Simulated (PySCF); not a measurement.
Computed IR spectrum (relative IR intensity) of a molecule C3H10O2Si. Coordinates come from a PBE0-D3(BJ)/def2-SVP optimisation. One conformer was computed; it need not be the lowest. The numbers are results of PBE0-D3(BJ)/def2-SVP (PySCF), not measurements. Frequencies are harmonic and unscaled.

Lines under 2 % of the strongest are left out, and lines within 2 cm⁻¹ are merged.

| ν (cm⁻¹) | relative intensity |
|---|---|
| 211 | 9.7 |
| 215 | 16 |
| 286 | 6.1 |
| 346 | 17 |
| 388 | 7.5 |
| 662 | 4.8 |
| 718 | 25 |
| 746 | 17 |
| 776 | 24 |
| 839 | 22 |
| 853 | 24 |
| 913 | 97 |
| 957 | 55 |
| 992 | 54 |
| 1122 | 4.7 |
| 1173 | 11 |
| 1193 | 100 |
| 1268 | 20 |
| 1425 | 4.8 |
| 1428 | 14 |
| 1452 | 2.6 |
| 2196 | 62 |
| 2998 | 18 |
| 3043 | 15 |
| 3060 | 5.5 |
| 3163 | 6.5 |
| 3165 | 7.1 |
| 3936 | 35 |

Q: Which structure fits?
A. CC[Si@@H](O)CO
B. CCO[Si@@H](C)O
C. C[C@H](O)[C@@H](O)[SiH3]
D. C[Si@H](O)CCO

A: B, CCO[Si@@H](C)O
